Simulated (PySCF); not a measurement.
C₂H₇BN₂O, SMILES C/C=N/B(N)O. The structure is a stationary point at PBE0-D3(BJ)/def2-SVP. The structure was generated by enumeration; whether it is a known compound was not checked. Other conformers were not sampled.

**Question.** Give the equilibrium geometry at PBE0-D3(BJ)/def2-SVP (PySCF confirms it by a frequency run) as bond lengths and angles. (Estimate from the structure and the level; the computed values follow.)

**Answer.** One answer among several that fit: 
Atoms: C1 C2 N3 B4 N5 O6 H7 H8 H9 H10 H11 H12 H13. Bonded distances (Å): C1–C2 1.494, C1–H7 1.103, C1–H8 1.098, C1–H9 1.103, C2–N3 1.263, C2–H10 1.115, N3–B4 1.455, B4–N5 1.408, B4–O6 1.373, N5–H11 1.008, N5–H12 1.010, O6–H13 0.961. Bond angles (°): C2–C1–H7 110.4, C2–C1–H8 110.3, C2–C1–H9 110.4, H7–C1–H8 109.6, H7–C1–H9 106.4, H8–C1–H9 109.6, C1–C2–N3 123.6, C1–C2–H10 114.6, N3–C2–H10 121.7, C2–N3–B4 124.3, N3–B4–N5 121.5, N3–B4–O6 119.6, N5–B4–O6 118.9, B4–N5–H11 122.7, B4–N5–H12 121.8, H11–N5–H12 114.7, B4–O6–H13 110.6.
Charge 0, spin multiplicity 1.
